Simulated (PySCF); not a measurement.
BrClMg (SMILES [Cl][Mg][Br]), singlet, geometry from GFN2-xTB (such geometries of metal compounds can be far from the true shape), atoms displaced at random by about 0.03 Å a coordinate; PBE0/6-31G, gradient (PySCF).

PySCF was given this input:
```python
from pyscf import gto, scf, dft

mol = gto.Mole()
mol.atom = '''
    Mg    0.873762   -0.200067   -0.182198
    Cl    1.794102    0.904309   -1.852674
    Br   -1.080547   -0.333069    0.952004
'''
mol.basis = '6-31g'
mol.charge = 0
mol.spin = 0
mol.verbose = 4
mol.build()

mf = dft.RKS(mol)
mf.xc = 'pbe0'
mf.grids.level = 5
mf.kernel()
g = mf.nuc_grad_method()
g.grid_response = True
grad = g.kernel()
```

The log (banner, timings and long lists left out):

```
PySCF version 2.14.0

[INPUT] verbose = 4
[INPUT] num. atoms = 3
[INPUT] num. electrons = 64
[INPUT] charge = 0
[INPUT] spin (= nelec alpha-beta = 2S) = 0
[INPUT] symmetry False subgroup None
[INPUT] Mole.unit = angstrom
[INPUT] Symbol           X                Y                Z      unit          X                Y                Z       unit  Magmom
[INPUT]  1 Mg     0.873762000000  -0.200067000000  -0.182198000000 AA    1.651170878052  -0.378071836563  -0.344304320444 Bohr   0.0
[INPUT]  2 Cl     1.794102000000   0.904309000000  -1.852674000000 AA    3.390361419534   1.708896341979  -3.501046458102 Bohr   0.0
[INPUT]  3 Br    -1.080547000000  -0.333069000000   0.952004000000 AA   -2.041937894720  -0.629409190583   1.799026829490 Bohr   0.0

nuclear repulsion = 222.095379344065
number of shells = 25
number of NR pGTOs = 182
number of NR cGTOs = 53
basis = 6-31g
ecp = {}

******** <class 'pyscf.dft.rks.RKS'> ********
method = RKS
initial guess = minao
damping factor = 0
level_shift factor = 0
DIIS = <class 'pyscf.scf.diis.CDIIS'>
diis_start_cycle = 1
diis_space = 8
diis_damp = 0
SCF conv_tol = 1e-09
SCF conv_tol_grad = None
SCF max_cycles = 50
direct_scf = True
direct_scf_tol = 1e-13
XC library pyscf.dft.libxc version 7.1.2
    S. Lehtola, C. Steigemann, M. J. T. Oliveira, and M. A. L. Marques,  SoftwareX 7, 1–5 (2018)
XC functionals = pbe0
    C. Adamo and V. Barone,  J. Chem. Phys. 110, 6158 (1999)
    M. Ernzerhof and G. E. Scuseria,  J. Chem. Phys. 110, 5029 (1999)
radial grids:
    Treutler-Ahlrichs [JCP 102, 346 (1995); DOI:10.1063/1.469408] (M4) radial grids

becke partition: Becke, JCP 88, 2547 (1988); DOI:10.1063/1.454033
pruning grids: <function nwchem_prune>
grids dens level: 5
symmetrized grids: False
atomic radii adjust function: <function treutler_atomic_radii_adjust>
small_rho_cutoff = 0
Set gradient conv threshold to 3.16228e-05
Initial guess from minao.
tot grids = 129432
init E= -3232.62684982057
  HOMO = -0.358278576857576  LUMO = -0.108279935742645  gap/eV = 6.80281
cycle= 1 E= -3233.52534200546  delta_E= -0.898  |g|= 0.405  |ddm|= 1.68
  HOMO = -0.255501059502128  LUMO = -0.114728853530797  gap/eV = 3.83061
cycle= 2 E= -3233.51082199492  delta_E= 0.0145  |g|= 0.495  |ddm|= 1.54
  HOMO = -0.313065894678444  LUMO = -0.107760354752121  gap/eV = 5.58665
cycle= 3 E= -3233.5870803301  delta_E= -0.0763  |g|= 0.0152  |ddm|= 0.755
  HOMO = -0.315401912336567  LUMO = -0.106773601074098  gap/eV = 5.67707
cycle= 4 E= -3233.58712530769  delta_E= -4.5e-05  |g|= 0.0114  |ddm|= 0.043
  HOMO = -0.314721168655643  LUMO = -0.106560600357179  gap/eV = 5.66434
cycle= 5 E= -3233.58716452403  delta_E= -3.92e-05  |g|= 0.00057  |ddm|= 0.0166
  HOMO = -0.314651454743847  LUMO = -0.106484209297764  gap/eV = 5.66452
cycle= 6 E= -3233.58716458639  delta_E= -6.24e-08  |g|= 0.000185  |ddm|= 0.00129
  HOMO = -0.314697580856165  LUMO = -0.106467857298758  gap/eV = 5.66622
cycle= 7 E= -3233.58716460373  delta_E= -1.73e-08  |g|= 3.45e-05  |ddm|= 0.000504
  HOMO = -0.314689840542866  LUMO = -0.106467692736672  gap/eV = 5.66601
cycle= 8 E= -3233.58716460436  delta_E= -6.33e-10  |g|= 2.93e-06  |ddm|= 8.78e-05
  HOMO = -0.314690773749457  LUMO = -0.106468941929962  gap/eV = 5.66600
Extra cycle  E= -3233.58716460437  delta_E= -3.18e-12  |g|= 2.31e-06  |ddm|= 1.25e-05
converged SCF energy = -3233.58716460437

******** <class 'pyscf.grad.rks.Gradients'> for <class 'pyscf.dft.rks.RKS'> ********
unit = Eh/Bohr
grid_response = True
--------------- RKS gradients ---------------
         x                y                z
0 Mg    -0.0126102213    -0.0035829850     0.0102965981
1 Cl    -0.0094401117    -0.0022051438     0.0071817980
2 Br     0.0220503330     0.0057881288    -0.0174783962
----------------------------------------------
```
